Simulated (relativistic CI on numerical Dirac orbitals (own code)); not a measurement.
**Ho³⁺: M4,5 absorption edge**

Computed with this model: Dirac-Coulomb-Breit CI, separate exchange-only KLI orbitals for each configuration, model QED, valence Slater integrals scaled by 0.9, multiplet model of core-to-valence dipole absorption; configurations [Xe] 4f10 → [Ar] 3d9 4s2 4p6 4d10 4f11 5s2 5p6; 300 K; Lorentzian 0.9 eV and Gaussian 0.4 eV FWHM. Energies are those of the free ion, without screening or charge transfer. The branching ratio is the share of the lower-energy edge in the whole absorption, uncertain by about 0.02 where the edges overlap. S is read from ⟨S²⟩ = S(S + 1).

Case free ion, the dichroism is that of the ground state at zero temperature, magnetised by magnetic field 10 T along z. The dichroism I(Δm = −1) − I(Δm = +1), over the sum of the three polarisations, integrates to -0.4493 on the lower edge and -0.0558 on the upper edge. The branching ratio is 0.890.

Task: Use the orbital sum rule with 4 holes to get ⟨Lz⟩.

Result: For a d → f edge ⟨Lz⟩ = 3 × n_h × (sum of both integrals) in this sign convention = -6.06; the ground state itself has ⟨Lz⟩ = -6.07 and ⟨Sz⟩ = -1.93. The rule assumes one radial integral for both edges, which relativistic orbitals only approach.
